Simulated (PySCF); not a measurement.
Compound: benzoxazole, C₇H₅NO.
Atom-mapped SMILES: `[cH:1]1[cH:2][cH:3][c:4]2[o:5][cH:6][n:7][c:8]2[cH:9]1` (hydrogens: H10 on C1; H11 on C2; H12 on C3; H13 on C6; H14 on C9)

The same species was optimised twice, with GFN2-xTB and with PBE0-D3(BJ)/def2-SVP (PySCF), and the same property calculations (PySCF, gas phase) were run on both structures.

| coordinate | GFN2-xTB | PBE0-D3(BJ)/def2-SVP | change |
| --- | --- | --- | --- |
| C1–C9 (Å) | 1.380 | 1.391 | +0.011 |
| C2–C3 (Å) | 1.382 | 1.394 | +0.012 |
| C1–C2 (Å) | 1.396 | 1.407 | +0.011 |
| N7–C8 (Å) | 1.379 | 1.388 | +0.009 |
| C4–C8 (Å) | 1.410 | 1.402 | -0.008 |
| C8–C9 (Å) | 1.388 | 1.397 | +0.009 |
| O5–C6 (Å) | 1.348 | 1.356 | +0.008 |
| C3–C4 (Å) | 1.383 | 1.387 | +0.004 |
| C6–N7 (Å) | 1.282 | 1.285 | +0.003 |
| C4–O5 (Å) | 1.359 | 1.359 | 0.000 |
| C3–C4–C8 (°) | 122.4 | 123.8 | +1.4 |
| C3–C4–O5 (°) | 130.3 | 129.0 | -1.3 |
| C2–C3–C4 (°) | 116.3 | 115.6 | -0.7 |
| C4–C8–N7 (°) | 107.7 | 108.4 | +0.7 |
| C6–N7–C8 (°) | 104.6 | 103.9 | -0.7 |
| C4–C8–C9 (°) | 120.5 | 119.9 | -0.6 |
| N7–C8–C9 (°) | 131.8 | 131.6 | -0.2 |
| C4–O5–C6 (°) | 104.0 | 104.2 | +0.2 |

Rotational constants: A = 4026, B = 1722, C = 1206 MHz (GFN2-xTB) against A = 3988, B = 1710, C = 1197 MHz (PBE0-D3(BJ)/def2-SVP). Point groups within 0.08 Å: Cs and Cs.

On the GFN2-xTB structure: lowest triplet, Tamm–Dancoff (eV) 3.86 [CAM-B3LYP/def2-SVPD]; isotropic polarisability (au) 85.0 [CAM-B3LYP/def2-SVPD]; HOMO (eV) -8.28 [CAM-B3LYP/def2-SVPD]; LUMO (eV) 0.05 [CAM-B3LYP/def2-SVPD]; dipole (D) 1.37 [CAM-B3LYP/def2-SVPD]; HOMO (eV) -7.12 [PBE0/pcSseg-1]; LUMO (eV) -0.96 [PBE0/pcSseg-1]; dipole (D) 1.35 [PBE0/pcSseg-1]; GIAO shielding of C1 (ppm) 57.2 [PBE0/pcSseg-1]; GIAO shielding of C2 (ppm) 57.5 [PBE0/pcSseg-1]; GIAO shielding of C3 (ppm) 71.1 [PBE0/pcSseg-1]; GIAO shielding of C4 (ppm) 29.6 [PBE0/pcSseg-1]; GIAO shielding of O5 (ppm) 47.3 [PBE0/pcSseg-1]; GIAO shielding of C6 (ppm) 30.3 [PBE0/pcSseg-1]; GIAO shielding of N7 (ppm) -21.6 [PBE0/pcSseg-1]; GIAO shielding of C8 (ppm) 39.4 [PBE0/pcSseg-1].

**Question.** What do these properties become on the PBE0-D3(BJ)/def2-SVP structure?

**Answer.** 
```tsv
property	level	on GFN2-xTB	on PBE0-D3(BJ)/def2-SVP	change
lowest triplet, Tamm–Dancoff (eV)	CAM-B3LYP/def2-SVPD	3.86	3.82	-0.04
isotropic polarisability (au)	CAM-B3LYP/def2-SVPD	85.0	86.1	+1.1
HOMO (eV)	CAM-B3LYP/def2-SVPD	-8.28	-8.30	-0.02
LUMO (eV)	CAM-B3LYP/def2-SVPD	0.05	0.00	-0.05
dipole (D)	CAM-B3LYP/def2-SVPD	1.37	1.38	+0.01
energy, GFN2-xTB geometry as zero (kcal/mol)	CAM-B3LYP/def2-SVPD	0.0	-0.8	-0.8
HOMO (eV)	PBE0/pcSseg-1	-7.12	-7.14	-0.02
LUMO (eV)	PBE0/pcSseg-1	-0.96	-1.01	-0.05
dipole (D)	PBE0/pcSseg-1	1.35	1.37	+0.02
energy, GFN2-xTB geometry as zero (kcal/mol)	PBE0/pcSseg-1	0.0	-0.5	-0.5
GIAO shielding of C1 (ppm)	PBE0/pcSseg-1	57.2	54.6	-2.6
GIAO shielding of C2 (ppm)	PBE0/pcSseg-1	57.5	54.0	-3.5
GIAO shielding of C3 (ppm)	PBE0/pcSseg-1	71.1	69.0	-2.1
GIAO shielding of C4 (ppm)	PBE0/pcSseg-1	29.6	30.4	+0.8
GIAO shielding of O5 (ppm)	PBE0/pcSseg-1	47.3	40.7	-6.6
GIAO shielding of C6 (ppm)	PBE0/pcSseg-1	30.3	28.6	-1.7
GIAO shielding of N7 (ppm)	PBE0/pcSseg-1	-21.6	-22.0	-0.4
GIAO shielding of C8 (ppm)	PBE0/pcSseg-1	39.4	39.3	-0.1
```

The heavy atoms differ by 0.011 Å rms after alignment. Among bonds between heavy atoms C1–C2, C1–C9 and C2–C3 change most and about equally (+0.011 to +0.012 Å). Changes are differences of the printed values. Neither structure is proved a minimum here.
